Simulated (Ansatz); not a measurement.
System: dihydroxysilane, sum formula H$_{4}$SiO$_{2}$ (charge 0, singlet). 
Geometry from a B3LYP-D3(BJ)/def2-TZVP (Ansatz, a quantum-chemistry and plane-wave program) optimisation:
SMILES: O[SiH2]O
```xyz
7

Si    -0.2925    -0.2931     0.1712
O     -0.7095     1.2473    -0.2304
O      1.2327    -0.7182    -0.2769
H     -1.1896    -1.1614    -0.6019
H     -0.4295    -0.4631     1.6397
H     -0.4451     1.9714     0.3410
H      1.9733    -0.4760     0.2832
```

Quantity: atomisation energy (electronic, to ground-state atoms), in kJ/mol. Correlated levels leave the core frozen unless marked. Open shells are spin-unrestricted. Spin-orbit coupling is left out. No relativistic terms. The coupled-cluster limit lacks core correlation, which all-electron functionals hold. CBS(X,Y): correlation extrapolated as X^-3; Hartree-Fock from the larger set (for Q and 5 zeta extrapolated as (X+1)exp(-9√X)).

```json
[
 {"level": "HF/STO-3G", "program": "Ansatz", "atomisation energy (kJ/mol)": "1791.6", "minus last row": "-755.7"},
 {"level": "SVWN5/def2-TZVPD", "program": "Ansatz", "atomisation energy (kJ/mol)": "2866.5", "minus last row": "319.2"},
 {"level": "BLYP/def2-TZVPD", "program": "Ansatz", "atomisation energy (kJ/mol)": "2489.9", "minus last row": "-57.4"},
 {"level": "r2SCAN-D4/def2-TZVPD", "program": "Ansatz + dftd4", "atomisation energy (kJ/mol)": "2516.8", "minus last row": "-30.5"},
 {"level": "CAM-B3LYP-D3(BJ)/def2-TZVPD", "program": "Ansatz + dftd3", "atomisation energy (kJ/mol)": "2532.1", "minus last row": "-15.2"},
 {"level": "LC-wPBE/def2-TZVPD", "program": "Ansatz", "atomisation energy (kJ/mol)": "2494.5", "minus last row": "-52.8"},
 {"level": "MP2/CBS(aug-cc-pV(T+d)Z,aug-cc-pV(Q+d)Z)", "program": "Ansatz", "atomisation energy (kJ/mol)": "2604.2", "minus last row": "56.9"},
 {"level": "RI-MP2/cc-pV(Q+d)Z", "program": "Ansatz", "atomisation energy (kJ/mol)": "2569.9", "minus last row": "22.6"},
 {"level": "SCS-MP2/6-31G", "program": "Ansatz", "atomisation energy (kJ/mol)": "1893.6", "minus last row": "-653.7"},
 {"level": "CCSD/6-31G", "program": "Ansatz", "atomisation energy (kJ/mol)": "1867.2", "minus last row": "-680.1"},
 {"level": "CCSD/cc-pV(Q+d)Z", "program": "Ansatz", "atomisation energy (kJ/mol)": "2482.1", "minus last row": "-65.2"},
 {"level": "CCSD/CBS(cc-pV(Q+d)Z,cc-pV(5+d)Z)", "program": "Ansatz", "atomisation energy (kJ/mol)": "2509.0", "minus last row": "-38.3"},
 {"level": "CCSD(T)/6-31G*", "program": "Ansatz", "atomisation energy (kJ/mol)": "2203.8", "minus last row": "-343.5"},
 {"level": "CCSD(T)/CBS(aug-cc-pV(T+d)Z,aug-cc-pV(Q+d)Z)", "program": "Ansatz", "atomisation energy (kJ/mol)": "2550.3", "minus last row": "3.0"},
 {"level": "CCSD(T)/CBS(cc-pV(Q+d)Z,cc-pV(5+d)Z)", "program": "Ansatz", "atomisation energy (kJ/mol)": "2547.3", "minus last row": "0.0"}
]
```
